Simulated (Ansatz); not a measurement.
`N[Si]1(F)CCO1`, relaxed with RKS PBE0-D4/def2-TZVP in Ansatz from a PBE-D4/def2-SVP geometry. The force threshold is 0.005 eV/Å; the program also tests the step.

The species carries charge 0 and has multiplicity 1.

Start:

```xyz
12

N     0.464    1.488   -1.538
Si   -0.230    0.142   -0.747
F    -0.958   -0.699   -1.950
C     0.620   -0.951    0.533
C    -0.553   -0.486    1.435
O    -1.235    0.479    0.575
H     0.336    1.638   -2.540
H     0.753    2.332   -1.043
H     0.657   -2.037    0.322
H     1.617   -0.613    0.875
H    -0.226    0.019    2.370
H    -1.247   -1.311    1.708
```

(1) By how much does the energy fall, and how many steps does the optimiser take? (Best estimate.)

(2) Which bonds change most? (An estimate is asked.)

(3) Give the relaxed structure. (An estimate is asked.)

## Answers

(1) Ansatz gave: 2.63 kcal/mol, in 10 steps.

(2) The calculation gave: Si2–F3 from 1.639 to 1.595 Å; Si2–O6 from 1.694 to 1.650 Å; N1–Si2 from 1.708 to 1.684 Å.

(3) Computed: 
```xyz
12

N     0.391    1.491   -1.500
Si   -0.254    0.137   -0.735
F    -0.942   -0.686   -1.915
C     0.615   -0.944    0.510
C    -0.537   -0.480    1.421
O    -1.231    0.461    0.555
H     0.433    1.582   -2.499
H     0.712    2.307   -1.009
H     0.638   -2.014    0.310
H     1.599   -0.614    0.840
H    -0.206    0.044    2.320
H    -1.218   -1.285    1.703
```
